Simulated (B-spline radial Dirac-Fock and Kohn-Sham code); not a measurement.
## X-ray form factors of zirconium in several charge states

The computed values come from a B-spline atomic structure program: relativistic Hartree-Fock (Dirac-Fock) wave functions, averaged over the configuration.

Configurations: Zr [Kr] 4d2 5s2; Zr⁺ [Kr] 4d2 5s1; Zr²⁺ [Kr] 4d2. The first column is f₀ of Zr, the others are differences from it.

| s (Å⁻¹) | Zr | Δ Zr⁺ | Δ Zr²⁺ |
| --- | --- | --- | --- |
| 0 | 40.000 | -1.000 | -2.000 |
| 0.05 | 38.846 | -0.648 | -1.392 |
| 0.1 | 36.353 | -0.126 | -0.391 |
| 0.15 | 33.754 | +0.077 | +0.115 |
| 0.2 | 31.361 | +0.074 | +0.177 |
| 0.25 | 29.142 | +0.030 | +0.090 |
| 0.3 | 27.097 | -0.001 | +0.008 |
| 0.35 | 25.250 | -0.015 | -0.033 |
| 0.4 | 23.614 | -0.017 | -0.042 |
| 0.45 | 22.174 | -0.013 | -0.035 |
| 0.5 | 20.900 | -0.008 | -0.021 |
| 0.6 | 18.700 | +0.001 | +0.001 |
| 0.7 | 16.775 | +0.004 | +0.009 |
| 0.8 | 15.005 | +0.003 | +0.009 |
| 0.9 | 13.370 | +0.002 | +0.005 |
| 1 | 11.892 | +0.001 | +0.002 |
| 1.1 | 10.597 | 0.000 | 0.000 |
| 1.2 | 9.495 | 0.000 | -0.001 |
| 1.4 | 7.840 | 0.000 | -0.001 |
| 1.6 | 6.766 | 0.000 | 0.000 |
